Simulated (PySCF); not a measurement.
Working with the constants of BSb

ROHF-CCSD(T) constants of BSb, ³Π (triplet), unpaired electrons σ ↑, π ↑ (PySCF, spin-free X2C with a Gaussian nucleus, basis sets B x2c-TZVPPall, Sb x2c-TZVPPall; masses 11.0093 and 120.9038 u):

| Property | Result |
| --- | --- |
| ωe | 669.2 cm⁻¹ |
| ωexe | 3.99 cm⁻¹ |
| Be | 0.39081 cm⁻¹ |
| αe | 0.00299 cm⁻¹ |
| D (centrifugal) | 5.33e-07 cm⁻¹ |
| De to B + Sb | 2.16 eV |

**Question.** Give the vibrational terms G(v) and spacings up to v = 6.

**Answer.** G(v) = ωe(v+½) − ωexe(v+½)².

```
v  G(v) (cm⁻¹)  G(v) − G(v−1)  Bv (cm⁻¹)
0        333.6                    0.3893
1        994.8          661.2     0.3863
2       1648.1          653.2     0.3833
3       2293.3          645.3     0.3803
4       2930.6          637.3     0.3774
5       3559.9          629.3     0.3744
6       4181.2          621.3     0.3714
```

**Question.** How well does the Morse estimate ωe²/(4ωexe) reproduce De, and what is D0?

**Answer.** It gives 3.48 eV, 161 % of the computed De. D0 = De − G(0) = 2.16 − 0.04 = 2.12 eV.

Correlated steps freeze 19 core orbitals. Spin–orbit coupling is left out, which matters for elements this heavy, above all for dissociation energies. The state is the lowest determinant that a PBE0 search found; another state may lie lower at other levels.
